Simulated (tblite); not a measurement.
C5H6S2.
Cartesian coordinates in Å at the GFN2-xTB level; atoms count from 1:
```xyz
13
C5H6S2 angstrom
C      2.4451    0.2647   -0.2652
S      1.2975   -1.1306   -0.4264
C     -0.2585   -0.3544   -0.1730
C     -1.4555   -1.1204   -0.2264
C     -2.5582   -0.3687   -0.0064
S     -2.1742    1.2852    0.2682
C     -0.4914    0.9600    0.0860
H      3.4389   -0.1453   -0.4129
H      2.3641    0.6936    0.7292
H      2.2299    1.0052   -1.0295
H     -1.4621   -2.1773   -0.4201
H     -3.5831   -0.6801    0.0120
H      0.2030    1.7686    0.1823
```

Level: GFN2-xTB in tblite, geometry and Hessian alike; calculated harmonic values, unscaled, isolated species. Against measured fundamentals such values can be off by several per cent, at times by over 20. One conformer, not necessarily the lowest.

Harmonic wavenumbers (cm⁻¹): 45.6, 175.4, 177.8, 220.3, 305.1, 394.0, 417.9, 552.0, 613.6, 701.9, 735.0, 754.3, 810.2, 833.0, 859.9, 884.8, 940.8, 954.2, 1076.9, 1092.4, 1161.2, 1312.8, 1331.2, 1449.2, 1450.7, 1451.7, 1540.3, 3029.6, 3035.6, 3061.9, 3141.6, 3170.5, 3180.8.

A = 4676, B = 1152, C = 929.9 MHz; mass 129.991 u (most abundant isotopes); point group Cs, symmetry number 1.

Task: Zero-point energy?

Result: ½Σν̃ = 20431 cm⁻¹ = 244.41 kJ/mol.

Task: Entropy at 200 K, 1 bar (ideal gas, RRHO, classical rotation)?

Result: Translation 161.26, rotation 114.48, vibration 46.57: S = 322.3 J/(mol K).

Task: And Cp and H(200 K) − H(0)?

Result: Cp = 89.69 J/(mol K), of which vibrations give 56.43 (their classical limit is 33 R = 274.4); H(200 K) − H(0) = 11.89 kJ/mol without the zero-point energy, 5.24 from vibrations.

Task: How do the functions run with temperature in this model?

Result: 
| T (K) | S (J/(mol K)) | Cp (J/(mol K)) | H − H(0) (kJ/mol) | G − H(0) (kJ/mol) | ln q(vib) |
| --- | --- | --- | --- | --- | --- |
| 100 | 272.1 | 59.2 | 4.47 | -22.74 | 0.96 |
| 300 | 364.9 | 122.5 | 22.50 | -86.97 | 4.08 |
| 500 | 440.8 | 175.6 | 52.69 | -167.73 | 7.52 |
| 800 | 534.4 | 221.4 | 112.97 | -314.58 | 12.58 |
| 1000 | 586.0 | 240.4 | 159.26 | -426.74 | 15.72 |

q(vib) and H(0) count from the zero-point level.

Task: Which modes carry the vibrational entropy at 200 K?

Result: 45.6 cm⁻¹: 17.62; 175.4 cm⁻¹: 6.91; 177.8 cm⁻¹: 6.81; 220.3 cm⁻¹: 5.30; 305.1 cm⁻¹: 3.27; 394.0 cm⁻¹: 1.97 J/(mol K); the other 27 give 4.68 together.

Task: Blend soft modes into free rotors: weight 1/[1 + (100 cm⁻¹/ν̃)⁴] for the oscillator and the rest for a rotor with moment μB/(μ + B), μ = h/(8π²ν), B = 10⁻⁴⁴ kg m². What vibrational entropy results?

Result: 42.99 J/(mol K) in place of 46.57, which changes −T·S at 200 K by +0.72 kJ/mol.

Task: What must be added to the electronic energy to get the Gibbs energy at 200 K and 1 bar?

Result: ZPE + [H(200 K) − H(0)] − T·S = 244.41 + 11.89 − 64.46 = 191.84 kJ/mol.

Hindered rotation and anharmonicity are outside this model. Other conformers, if any are populated, would add a mixing term that is left out.
